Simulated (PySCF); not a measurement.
# Electron correlation in Bi(67+) (bismuth, charge +67)

[Ne] 3s2 3p4, high-spin 3P determinant. Calculation: PySCF 2.14, in an even-tempered Gaussian basis (17 s from 20 bohr⁻², ratio 2.5; 12 p from 26 bohr⁻², ratio 2.5; 4 d from 100 bohr⁻², ratio 2.7; 4 f from 150 bohr⁻², ratio 2.7); the spin-free X2C one-electron Hamiltonian (Gaussian nucleus). Frozen: 1s2; 14 electrons correlated; the 17 highest virtual orbitals of each spin left out.

| level | correlation energy (mhartree) |
| --- | --- |
| CCSD | -646.94 |
| (T) | -0.50 |
| CCSD(T) | -647.44 |

Diagnostics: T1 = 0.00022, D1 = 0.0010, largest double amplitude 0.012.

**Question.** Is a single reference adequate?

**Answer.** Yes, within this model without spin-orbit coupling: T1 lies below 0.03 and no double amplitude reaches 0.07.

At this charge the one-electron X2C treatment keeps the bare 1/r₁₂, with no two-electron picture change or Breit term. The effect here is smaller than on the frozen 1s shell; and a scalar Hamiltonian misses the large spin-orbit splitting of the p shells, which matters for ns² → np² pairs.

Spin-orbit coupling is strong in this species, so the high-spin LS determinant is a model state.
